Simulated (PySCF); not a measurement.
C5H4F3O2 (doublet state).
Z-matrix (Å and degrees, GFN2-xTB geometry), rows numbered from 1:
```
O 
C   1  1.2284
C   2  1.4047  1  125.30
C   3  1.4899  2  135.99  1    -0.22
C   4  1.5366  3   82.61  2   179.72
O   3  1.3474  2  128.31  1   179.61
C   2  1.5508  1  121.03  3   179.96
F   7  1.3443  2  111.49  1   119.79
F   7  1.3290  2  112.33  1    -0.69
F   7  1.3442  2  111.59  1  -121.23
H   4  1.0887  3  115.32  2    63.92
H   4  1.0888  3  115.21  2   -64.65
H   5  1.0902  4  116.48  3   113.69
H   5  1.0901  4  116.34  3  -113.31
```

The hyperfine couplings belong to this conformer and change with its torsions.

As a line formula: `O=C([C]1CCO1)C(F)(F)F` [radical].

Computed, not measured: UKS B3LYP, pcH-1 on C F H O, non-relativistic, mean-field spin-orbit, GIAO (PySCF 2.14.0). The structure is a single GFN2-xTB conformer in the gas phase; no vibrational or solvent corrections. Couplings are sensitive to structure, and on GFN2-xTB geometries they can be far from those on DFT ones. The SCF solution wasn't tested for stability.

Task: The isotropic 17O couplings are -24.8, -21.1 MHz. Assign them to O1; O6.

Result: 
| site | a_iso (MHz) | ρ(0) (bohr⁻³) | position | distance from C3 (Å) | spin population | largest \|T\| (MHz) |
| --- | --- | --- | --- | --- | --- | --- |
| O1 | -24.8 | +0.0409 | a main spin site | 2.34 | +0.35 | 112.5 |
| O6 | -21.1 | +0.0349 | 1 bond from C3 | 1.35 | +0.16 | 69.3 |

Task: The isotropic 13C couplings are +40.2, -29.7, -17.2, -7.0, -3.5 MHz. Assign them to C2; C3; C4; C5; C7.

Result: 
```
site  a_iso (MHz)  ρ(0) (bohr⁻³)                 position  distance from C3 (Å)  spin population  largest |T| (MHz)
  C2        -29.7        -0.0265           1 bond from O1                  1.40            -0.01                4.4
  C3        +40.2        +0.0357  largest spin population                  0.00            +0.50               90.8
  C4        -17.2        -0.0153           1 bond from C3                  1.49            -0.04                1.4
  C5         -3.5        -0.0031          2 bonds from C3                  2.00            -0.01                1.9
  C7         -7.0        -0.0062          2 bonds from O1                  2.48            -0.01                0.9
```

Task: The isotropic 1H couplings, averaged over equivalent nuclei, are +53.1, +12.2 MHz. Assign them to H11/H12; H13/H14.

Result: 
```json
{"site": "H11/H12", "a_iso (MHz)": "+53.1", "ρ(0) (bohr⁻³)": "+0.0119", "position": "2 bonds from C3", "distance from C3 (Å)": "2.19", "bound to": "C4", "spin population there": "-0.04", "largest |T| (MHz)": "5.7"}
{"site": "H13/H14", "a_iso (MHz)": "+12.2", "ρ(0) (bohr⁻³)": "+0.0027", "position": "3 bonds from C3", "distance from C3 (Å)": "2.76", "bound to": "C5", "spin population there": "-0.01", "largest |T| (MHz)": "5.0"}
```

ρ(0) is the spin density at the nucleus and T the dipolar tensor; entries for several nuclei are means. The Mulliken spin populations are largest on C3 (+0.50), O1 (+0.35) and O6 (+0.16). Three atoms exceed +0.15. The angles at C3 add up to 360.0°, so it is planar. Main spin sites, with 60 % or more of the largest population: O1, C3; positions count bonds from the nearest.

Nuclei that the bonding pattern makes equivalent are averaged, as if the motion that swaps them (rotation, inversion, ring flip) were fast. The three 19F nuclei of mean +9.8 MHz run from -1.9 to 16.1 MHz in the frozen geometry.

C3, the radical centre as drawn in `O=C([C]1CCO1)C(F)(F)F`, holds a spin population of +0.50 out of 1.
